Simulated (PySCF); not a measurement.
Basis-set dependence of population analyses: `COC1CCCCC1`

Compound: C7H14O.
Atom-mapped SMILES: `[CH3:1][O:2][CH:3]1[CH2:4][CH2:5][CH2:6][CH2:7][CH2:8]1` (hydrogens: H9, H10, H11 on C1; H12 on C3; H13, H14 on C4; H15, H16 on C5; H17, H18 on C6; H19, H20 on C7; H21, H22 on C8)

Cartesian coordinates in Å at the PBE0-D3(BJ)/def2-SVP level; atoms count from 1:
```xyz
22
C7H14O angstrom
C      3.024   -0.150    0.181
O      1.847   -0.527    0.822
C      0.666   -0.306    0.092
C      0.286    1.171    0.015
C     -1.059    1.368   -0.677
C     -2.159    0.555   -0.002
C     -1.781   -0.920    0.075
C     -0.434   -1.116    0.759
H      3.114   -0.612   -0.823
H      3.866   -0.497    0.797
H      3.121    0.946    0.058
H      0.802   -0.685   -0.946
H      1.069    1.744   -0.507
H      0.243    1.559    1.049
H     -0.974    1.055   -1.734
H     -1.322    2.438   -0.695
H     -3.114    0.682   -0.536
H     -2.318    0.942    1.021
H     -1.735   -1.336   -0.948
H     -2.560   -1.493    0.603
H     -0.492   -0.795    1.814
H     -0.138   -2.177    0.770
```

PBE0 throughout (PySCF), one geometry, spherical d and f functions. One conformer (not necessarily the lowest) at the PBE0-D3(BJ)/def2-SVP geometry, without solvent, vibrations or thermal averaging. Atoms taken as equivalent share a column and are averaged. The first 7 of 14 kinds of atom are listed.

Mulliken charges (e):

```json
{"basis": "STO-3G", "functions": "54", "C1": "-0.128", "O2": "-0.222", "C3": "+0.045", "C4/C8": "-0.150", "C5/C7": "-0.142", "C6": "-0.142", "H9/H10/H11": "+0.075"}
{"basis": "pcSseg-0", "functions": "100", "C1": "-0.296", "O2": "-0.674", "C3": "+0.029", "C4/C8": "-0.445", "C5/C7": "-0.490", "C6": "-0.474", "H9/H10/H11": "+0.214"}
{"basis": "6-31G", "functions": "100", "C1": "-0.226", "O2": "-0.534", "C3": "+0.098", "C4/C8": "-0.312", "C5/C7": "-0.323", "C6": "-0.312", "H9/H10/H11": "+0.160"}
{"basis": "6-31G*", "functions": "140", "C1": "-0.261", "O2": "-0.482", "C3": "+0.140", "C4/C8": "-0.344", "C5/C7": "-0.334", "C6": "-0.322", "H9/H10/H11": "+0.161"}
{"basis": "cc-pVDZ", "functions": "182", "C1": "+0.072", "O2": "-0.321", "C3": "+0.049", "C4/C8": "-0.015", "C5/C7": "-0.059", "C6": "-0.050", "H9/H10/H11": "+0.031"}
{"basis": "def2-SVP", "functions": "182", "C1": "+0.129", "O2": "-0.394", "C3": "+0.067", "C4/C8": "-0.023", "C5/C7": "-0.058", "C6": "-0.058", "H9/H10/H11": "+0.029"}
{"basis": "pcSseg-1", "functions": "206", "C1": "-0.029", "O2": "-0.505", "C3": "+0.029", "C4/C8": "-0.186", "C5/C7": "-0.228", "C6": "-0.224", "H9/H10/H11": "+0.098"}
{"basis": "6-311+G(2d,p)", "functions": "300", "C1": "-0.202", "O2": "-0.248", "C3": "-0.115", "C4/C8": "-0.200", "C5/C7": "-0.339", "C6": "-0.248", "H9/H10/H11": "+0.136"}
{"basis": "aug-cc-pVDZ", "functions": "310", "C1": "+0.796", "O2": "-0.715", "C3": "+0.751", "C4/C8": "+0.533", "C5/C7": "+0.577", "C6": "+0.568", "H9/H10/H11": "-0.186"}
```

IAO charges (e):

```tsv
basis	functions	C1	O2	C3	C4/C8	C5/C7	C6	H9/H10/H11
STO-3G	54	-0.260	-0.220	+0.003	-0.265	-0.254	-0.256	+0.122
pcSseg-0	100	-0.216	-0.368	+0.072	-0.279	-0.269	-0.268	+0.132
6-31G	100	-0.235	-0.372	+0.078	-0.275	-0.263	-0.262	+0.137
6-31G*	140	-0.194	-0.385	+0.104	-0.264	-0.250	-0.249	+0.125
cc-pVDZ	182	-0.193	-0.383	+0.104	-0.265	-0.250	-0.250	+0.125
def2-SVP	182	-0.184	-0.383	+0.104	-0.259	-0.246	-0.245	+0.122
pcSseg-1	206	-0.192	-0.391	+0.101	-0.265	-0.252	-0.251	+0.126
6-311+G(2d,p)	300	-0.202	-0.399	+0.103	-0.270	-0.257	-0.256	+0.130
aug-cc-pVDZ	310	-0.200	-0.398	+0.104	-0.270	-0.256	-0.255	+0.130
```

Hirshfeld charges (e):

```json
{"basis": "STO-3G", "functions": "54", "C1": "+0.032", "O2": "-0.156", "C3": "+0.079", "C4/C8": "-0.024", "C5/C7": "-0.014", "C6": "-0.016", "H9/H10/H11": "+0.011"}
{"basis": "pcSseg-0", "functions": "100", "C1": "-0.031", "O2": "-0.141", "C3": "+0.055", "C4/C8": "-0.065", "C5/C7": "-0.053", "C6": "-0.055", "H9/H10/H11": "+0.035"}
{"basis": "6-31G", "functions": "100", "C1": "-0.025", "O2": "-0.167", "C3": "+0.054", "C4/C8": "-0.064", "C5/C7": "-0.054", "C6": "-0.056", "H9/H10/H11": "+0.035"}
{"basis": "6-31G*", "functions": "140", "C1": "-0.027", "O2": "-0.152", "C3": "+0.050", "C4/C8": "-0.065", "C5/C7": "-0.056", "C6": "-0.058", "H9/H10/H11": "+0.033"}
{"basis": "cc-pVDZ", "functions": "182", "C1": "-0.040", "O2": "-0.123", "C3": "+0.045", "C4/C8": "-0.074", "C5/C7": "-0.062", "C6": "-0.063", "H9/H10/H11": "+0.034"}
{"basis": "def2-SVP", "functions": "182", "C1": "-0.040", "O2": "-0.130", "C3": "+0.046", "C4/C8": "-0.075", "C5/C7": "-0.063", "C6": "-0.065", "H9/H10/H11": "+0.035"}
{"basis": "pcSseg-1", "functions": "206", "C1": "-0.041", "O2": "-0.137", "C3": "+0.044", "C4/C8": "-0.078", "C5/C7": "-0.066", "C6": "-0.068", "H9/H10/H11": "+0.037"}
{"basis": "6-311+G(2d,p)", "functions": "300", "C1": "-0.041", "O2": "-0.145", "C3": "+0.034", "C4/C8": "-0.082", "C5/C7": "-0.071", "C6": "-0.073", "H9/H10/H11": "+0.038"}
{"basis": "aug-cc-pVDZ", "functions": "310", "C1": "-0.048", "O2": "-0.141", "C3": "+0.035", "C4/C8": "-0.085", "C5/C7": "-0.075", "C6": "-0.077", "H9/H10/H11": "+0.039"}
```

Some averages cover members that differ in this geometry, most widely: H9/H10/H11, Mulliken in aug-cc-pVDZ -0.315 to -0.108; C4/C8, Mulliken in 6-311+G(2d,p) -0.286 to -0.115; C4/C8, Mulliken in aug-cc-pVDZ +0.457 to +0.609; C5/C7, Mulliken in 6-311+G(2d,p) -0.375 to -0.303 e.

Q: Which scheme is steadiest as the basis changes?

A: Largest range over the bases for any column: Hirshfeld 0.08 e, IAO 0.18 e, Mulliken 1.09 e. Hirshfeld charges move least and Mulliken charges most, counted in e. Without the minimal STO-3G basis the ranges are Hirshfeld 0.04, IAO 0.05, Mulliken 1.09 e.

Q: How much do the charges still move between the two largest bases, 6-311+G(2d,p) and aug-cc-pVDZ?

A: At most, over all atoms: Mulliken 0.998 e, IAO 0.002 e, Hirshfeld 0.007 e.

Q: What do the same runs give for the total energy, the frontier levels and the dipole moment?

A: 
```tsv
basis	energy (Eh)	HOMO (eV)	LUMO (eV)	μ (D)
STO-3G	-345.7250	-3.83	8.52	1.04
pcSseg-0	-349.1811	-7.03	2.00	1.51
6-31G	-349.8812	-6.89	2.58	1.44
6-31G*	-349.9758	-6.91	2.62	1.12
cc-pVDZ	-349.9994	-6.99	1.81	1.06
def2-SVP	-349.7313	-7.07	1.71	1.16
pcSseg-1	-349.9368	-7.16	1.41	1.22
6-311+G(2d,p)	-350.0793	-7.19	0.28	1.21
aug-cc-pVDZ	-350.0217	-7.16	-0.06	1.17
```

The dipole is fixed by the density alone, so its range of 0.47 D shows that the density itself changes with the basis, not only its division among atoms.
